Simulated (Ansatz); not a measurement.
`CC[Si]O` + `CNC` → `CN(C)[Si]O` + `CC`  (ligand exchange at the Si–C bond)

Isolated molecules relaxed with PBE0-D4/def2-TZVP in Ansatz; ΔE leaves out vibrations. CCSD(T)/CBS adds triple-zeta CCSD(T) − MP2 to the extrapolated MP2 energy (def2 sets, frozen cores). This one scheme is used for every species. Functionals use def2-TZVPP. Each species was taken in one conformer, which may not be the lowest.

| level | ΔE (eV) |
| --- | --- |
| ωB97X-V | -1.31 |
| CCSD(T)/def2-TZVPP | -1.34 |

What does CCSD(T)/CBS give? (An estimate is asked.)

The calculation gave: -1.32 eV. The listed levels differ from it by 0.01, -0.02 eV.

What do rigid-rotor, harmonic-oscillator terms from PBE0-D4/def2-TZVP frequencies (298.15 K, 1 bar) make of the CCSD(T)/CBS value? (An estimate is asked.)

The calculation gave: ΔZPE = 0.00 eV, ΔH = -1.32 eV, ΔS = -16 J/(mol·K), ΔG = -1.27 eV.

Largest T1 diagnostic among the species: 0.013.

Leaving LDA and LC-ωPBE aside and taking each functional with its dispersion term where it has one, the values, not all of them listed here, spread over 0.07 eV, from BLYP-D4 to HSE06-D4. LDA lies −0.07 eV from PBE without D4. The D4 term adds −0.03 eV with B3LYP and −0.02 eV with PBE0; it sums over pairs of atoms, weighted by their polarisabilities, and B3LYP, whose exchange is more repulsive, gets the larger term.

B3LYP here is the variant with VWN-RPA as its local correlation; programs differ in this.
